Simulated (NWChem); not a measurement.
Molecule: BHSeF₂; SMILES FB(F)[SeH]

```xyz
5

B      0.0047    -0.9491     0.0000
F      1.1359    -1.6238     0.0000
F     -1.1272    -1.6234     0.0000
Se     0.0601     0.9899     0.0000
H     -1.4037     1.1153     0.0000
```
Atoms are numbered in this order, from 1.

Computed with NWChem. Structure relaxed at the PBE0/def2-SVP level. Vzz is the largest principal value of the second derivative of the potential at the nucleus (NWChem prints the opposite sign); η is the asymmetry. Non-relativistic.

```json
[
 {"level": "PBE/def2-SVP", "Vzz B1 (a.u.)": "0.219", "η B1": "0.31", "Vzz Se4 (a.u.)": "-3.674", "η Se4": "0.94", "relative time": "1"},
 {"level": "PBE/def2-TZVP", "Vzz B1 (a.u.)": "0.255", "η B1": "0.21", "Vzz Se4 (a.u.)": "-3.515", "η Se4": "0.90", "relative time": "8"},
 {"level": "Hartree-Fock/cc-pVTZ", "Vzz B1 (a.u.)": "0.353", "η B1": "0.15", "Vzz Se4 (a.u.)": "3.721", "η Se4": "0.91", "relative time": "10"},
 {"level": "Hartree-Fock/def2-TZVP", "Vzz B1 (a.u.)": "0.348", "η B1": "0.19", "Vzz Se4 (a.u.)": "3.804", "η Se4": "0.96", "relative time": "3"}
]
```

Relative times are rough (shared machine, one core).
